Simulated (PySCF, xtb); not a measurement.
C₃H₄FNSi, SMILES C1=CC=N[Si@H]1F.

Harmonic wavenumbers (cm⁻¹) from xtb 6.7.1 with GFN2-xTB at its own minimum, in rising order: 126, 168, 348, 415, 489, 551, 626, 669, 736, 765, 835, 880, 897, 914, 991, 1084, 1242, 1287, 1555, 1634, 2432, 3021, 3083, 3122.

Question: What does PBE-D3(BJ)/def2-SVP run with PySCF give at its own minimum? (The exact figures need the calculation; the answer reports its results.)

Answer: 134, 219, 388, 440, 493, 630, 685, 704, 722, 803, 839, 901, 924, 936, 975, 1042, 1255, 1313, 1531, 1623, 2206, 2986, 3092, 3159. Paired by order, the mean absolute difference is 36 cm⁻¹ and the zero-point energies are 39.8 and 40.0 kcal/mol.
